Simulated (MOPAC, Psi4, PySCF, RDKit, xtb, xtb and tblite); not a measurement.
Two geometries of SMILES c1cccc(c1)-c1cc(O)ccc1, relaxed at GFN2-xTB with one dihedral held; other torsions can differ between them too.

Structure A

```
23

O     -3.7940    -1.3288     0.2789
C     -2.8177    -0.4224    -0.0005
C     -3.1959     0.8258    -0.4852
C     -2.2288     1.7671    -0.7783
C     -0.8867     1.4806    -0.5945
C     -0.5029     0.2368    -0.1111
C      0.9287    -0.0839     0.0896
C      1.5441     0.1804     1.3072
C      2.8815    -0.1206     1.4939
C      3.6160    -0.6883     0.4666
C      3.0087    -0.9539    -0.7490
C      1.6714    -0.6536    -0.9375
C     -1.4723    -0.7120     0.1846
H     -3.3973    -2.1457     0.6047
H     -4.2449     1.0334    -0.6229
H     -2.5249     2.7351    -1.1543
H     -0.1320     2.2178    -0.8243
H      0.9676     0.6242     2.1063
H      3.3519     0.0886     2.4437
H      4.6602    -0.9231     0.6130
H      3.5786    -1.3964    -1.5532
H      1.1940    -0.8587    -1.8851
H     -1.1733    -1.6823     0.5616
```

Structure B

```
23

O     -3.7839    -1.3300     0.2881
C     -2.8121    -0.4195     0.0054
C     -3.1968     0.8202    -0.4964
C     -2.2344     1.7652    -0.7938
C     -0.8924     1.4928    -0.5932
C     -0.5004     0.2595    -0.0854
C      0.9276    -0.0560     0.1023
C      1.7155     0.7191     0.9470
C      3.0480     0.4062     1.1446
C      3.6080    -0.6866     0.5042
C      2.8285    -1.4680    -0.3320
C      1.4941    -1.1604    -0.5256
C     -1.4664    -0.6982     0.1998
H     -3.3836    -2.1394     0.6279
H     -4.2462     1.0175    -0.6454
H     -2.5348     2.7239    -1.1900
H     -0.1424     2.2320    -0.8315
H      1.2747     1.5683     1.4494
H      3.6511     1.0138     1.8037
H      4.6490    -0.9300     0.6580
H      3.2613    -2.3221    -0.8327
H      0.8855    -1.7673    -1.1809
H     -1.1644    -1.6616     0.5918
```

### Question
Which is lower in energy at the level B3LYP-D3(BJ)/def2-SVP // GFN2-xTB run with Psi4 1.11, and by how much?

### Answer
B is lower, by 6.76 kJ/mol (dihedral C5–C6–C7–C8: 90° in A, 60° in B).

E(B) − E(A) in kJ/mol at the other levels, on the same two geometries: GFN2-xTB (xtb and tblite) -4.93; MMFF94 // GFN2-xTB (RDKit) -0.84; B3LYP/def2-SVP // GFN2-xTB (Psi4) -6.14; PBE/def2-SVP // GFN2-xTB (Psi4) -6.77; PBE-D3(BJ)/def2-SVP // GFN2-xTB (Psi4) -7.10; UFF // GFN2-xTB (RDKit) -7.16; PM7, restricted, heats of formation // GFN2-xTB (MOPAC) -0.47; AM1, restricted, heats of formation // GFN2-xTB (MOPAC) -2.54; GFN1-xTB // GFN2-xTB (xtb) -4.64; restricted B3LYP/6-31G*, spherical d, density fitting // GFN2-xTB (PySCF) -6.49; restricted B3LYP/3-21G, density fitting // GFN2-xTB (PySCF) -4.33; restricted MP2 (frozen core)/3-21G // GFN2-xTB (PySCF) -2.40.
